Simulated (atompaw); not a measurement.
## u(r) = r·R(r): atom against pseudo-atom (C)

Columns: radius, all-electron u(r) and pseudo u(r) of the 2s shell (level -13.74 eV) of carbon in the configuration [He] 2s2 2p2; PBE, non-relativistic, PAW (atompaw) scheme, atompaw 4.2.0.5.

| r (bohr) | all-electron | pseudo |
| --- | --- | --- |
| 0.104 | 0.3351 | -0.0997 |
| 0.208 | 0.3027 | -0.1990 |
| 0.312 | 0.1300 | -0.2972 |
| 0.415 | -0.0770 | -0.3923 |
| 0.519 | -0.2758 | -0.4845 |
| 0.623 | -0.4454 | -0.5705 |
| 0.727 | -0.5810 | -0.6477 |
| 0.831 | -0.6826 | -0.7130 |
| 0.935 | -0.7529 | -0.7641 |
| 1.038 | -0.7958 | -0.7988 |
| 1.142 | -0.8168 | -0.8173 |
| 1.246 | -0.8199 | -0.8199 |
| 1.350 | -0.8090 | -0.8090 |
| 1.454 | -0.7877 | -0.7877 |
| 1.558 | -0.7588 | -0.7588 |
| 1.662 | -0.7247 | -0.7247 |
| 1.765 | -0.6876 | -0.6876 |
| 1.869 | -0.6482 | -0.6482 |
| 1.973 | -0.6080 | -0.6080 |
| 2.077 | -0.5678 | -0.5678 |
| 2.181 | -0.5285 | -0.5285 |
| 2.285 | -0.4903 | -0.4903 |
| 2.388 | -0.4540 | -0.4540 |
| 2.492 | -0.4191 | -0.4191 |
| 2.596 | -0.3862 | -0.3862 |
| 2.700 | -0.3552 | -0.3552 |

How many radial nodes do the two functions have?

The all-electron 2s function has n − l − 1 = 1; the pseudo-wave has 0, since the states of the same l below it are removed with the core.

At about which radius was the pseudo-wave matched?

1.35 bohr, where the columns begin to agree (steps of 0.10 bohr).

Is the pseudo-wave norm-conserving?

No, it belongs to a PAW set: the norm inside the radius is not constrained, and the difference is carried by the augmentation charge.
